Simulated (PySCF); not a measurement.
## Ge²²⁺: ionisation energy

Ge²²⁺ [Ne] → Ge²³⁺ [He] 2s2 2p5 [2p1/2^2 2p3/2^3, M_J = 3/2], as a difference of total energies. Computed with PySCF 2.14 in an uncontracted even-tempered set (18 s from 6.1 bohr⁻², ratio 2.4; 12 p from 7.9 bohr⁻², ratio 2.4; 5 d from 35 bohr⁻², ratio 2.6; 5 f from 52 bohr⁻², ratio 2.6), with the two-component X2C-1e Hamiltonian. Correlated levels: nothing frozen; the 34 highest virtual spinors dropped. "Screened" scales the spin-orbit matrix elements by Boettger's factors to mimic the two-electron term; Breit and QED terms are absent.

```tsv
method	ionisation energy (eV)
GHF (spin-free)	2188.6
GMP2 (spin-free)	2190.1
GHF (screened spin-orbit)	2177.7
GMP2 (screened spin-orbit)	2179.2
```

For this ion Breit and QED terms and the two-electron picture change, all absent here, outweigh the correlation shift from GHF to GMP2.

The spin-free rows lack the spin-orbit shift.

For comparison: 2178.2 ± 0.4 eV (measured; NIST Atomic Spectra Database, ionization energies).
